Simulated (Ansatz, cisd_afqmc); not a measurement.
System: SiH3Cl, charge 0, singlet. SiH3Cl (chlorosilane, SMILES [SiH3]Cl).
B3LYP-D3(BJ)/def2-TZVP minimum from Ansatz (a first-principles code):
```
Si
H 1 1.4758
H 1 1.4758 2 110.45
H 1 1.4758 2 110.45 3 122.47
Cl 1 2.0663 2 108.48 4 118.76
```
Charge 0, spin multiplicity 1.

Total energies in cc-pV(T+d)Z, 14 correlated electrons, 10 frozen orbitals. Radicals and triplets start from unrestricted determinants; spin-orbit coupling is neglected. Cores are frozen in correlated methods. No relativity. AFQMC is phaseless with a CISD trial state; ± is one standard error, without the phaseless bias. Outlying blocks are dropped, and bars are widened where a walk drifts. Over all cases where full CI ran beside it in this data, AFQMC minus full CI had a median of +0.1 mEh and passed +0.4 mEh in a tenth of the cases.

```csv
method,program,energy (Eh),minus CCSDT(Q) (mEh)
HF,Ansatz,-750.26227,371.89
MP2,Ansatz,-750.58185,52.31
CCSD,Ansatz,-750.61996,14.20
CCSD(T),Ansatz,-750.63263,1.53
CCSDT(Q),Ansatz,-750.63416,0.00
AFQMC/CISD,cisd_afqmc,-750.6337 ± 0.0003,0.4 ± 0.3
```

Rough core times of Ansatz's runs on a shared machine: CCSD(T) under 20 s, CCSDT(Q) 10 min.
